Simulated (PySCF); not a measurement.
Zn(SeH)2 (H2Se2Zn), SMILES [SeH][Zn][SeH].

Geometry: B3LYP-D3(BJ)/def2-SVP. The structure was generated by enumeration; whether it is a known compound was not checked. Other conformers were not sampled.

Calculation: TDDFT-M06-2X/def2-SVPD (PySCF).

Vertical excitations. 

Computed UV-visible absorptions:
```csv
state,energy (eV),λ (nm),f,main pairs
S1,4.75,261,0.032,HOMO−1→LUMO 95 %
S2,4.75,261,0.032,HOMO→LUMO 95 %
S3,5.09,243,0.001,"HOMO→LUMO+2 45 %, HOMO−1→LUMO+1 44 %"
S4,5.15,241,0.001,"HOMO→LUMO+1 44 %, HOMO−1→LUMO+2 43 %"
S5,5.51,225,0.005,"HOMO−1→LUMO+1 38 %, HOMO→LUMO+2 37 %, HOMO−2→LUMO 22 %"
S6,5.62,221,0.001,"HOMO−1→LUMO+2 46 %, HOMO→LUMO+1 46 %"
S7,5.83,213,0.007,"HOMO→LUMO+4 40 %, HOMO−1→LUMO+3 23 %, HOMO−1→LUMO+6 15 %"
S8,5.83,213,0.006,"HOMO−1→LUMO+4 39 %, HOMO→LUMO+3 23 %, HOMO→LUMO+6 15 %"
S9,6.19,200,0.040,HOMO−2→LUMO+2 89 %
S10,6.21,200,0.000,HOMO−2→LUMO+1 95 %
T1,4.48,277,0,HOMO→LUMO 94 %
T2,4.48,277,0,HOMO−1→LUMO 94 %
T3,4.92,252,0,"HOMO→LUMO+2 40 %, HOMO−1→LUMO+1 35 %, HOMO→LUMO+4 9 %"
T4,4.93,251,0,"HOMO−1→LUMO+2 37 %, HOMO→LUMO+1 36 %, HOMO−1→LUMO+4 10 %, HOMO→LUMO+6 6 %"
```
Triplets are in the Tamm–Dancoff approximation, which puts them higher than full response would, so one can lie above its singlet here.
